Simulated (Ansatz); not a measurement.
Consider the hydrogenolysis of a C–Si bond: `O[SiH](O)C#C[SiH3]` + H₂ → `C#C[SiH3]` + `O[SiH2]O`.

Gas-phase electronic energies from Ansatz, PBE0-D4/def2-TZVP geometries. CCSD(T)/CBS is the MP2 limit (def2-TZVPP, def2-QZVPP) plus CCSD(T) − MP2 in def2-TZVPP, frozen cores. This one scheme is used for every species. Functionals use def2-TZVPP. Each species was taken in one conformer, which may not be the lowest.

| level | ΔE (kJ/mol) |
| --- | --- |
| PBE0 | 18.9 |
| HF/def2-QZVPP | 4.0 |

(1) What does CCSD(T)/CBS give? (Estimate.)

Largest T1 diagnostic among the species: 0.013.

Results:

(1) The calculation gave: +24.2 kJ/mol. The listed levels differ from it by -5.3, -20.2 kJ/mol.

From r2SCAN to r2SCAN0 (25 % exact exchange), in def2-TZVPP and without D4, ΔE moves by −4.6 kJ/mol. In def2-TZVPP, CCSD(T) changes the Hartree–Fock value by +19.0 kJ/mol (the triples alone add +5.2 kJ/mol) and MP2 by +25.6 kJ/mol. Leaving LDA and LC-ωPBE aside and taking each functional with its dispersion term where it has one, the values, not all of them listed here, spread over 13.4 kJ/mol, from CAM-B3LYP-D4 to revPBE-D4. LDA lies +3.5 kJ/mol from PBE without D4.
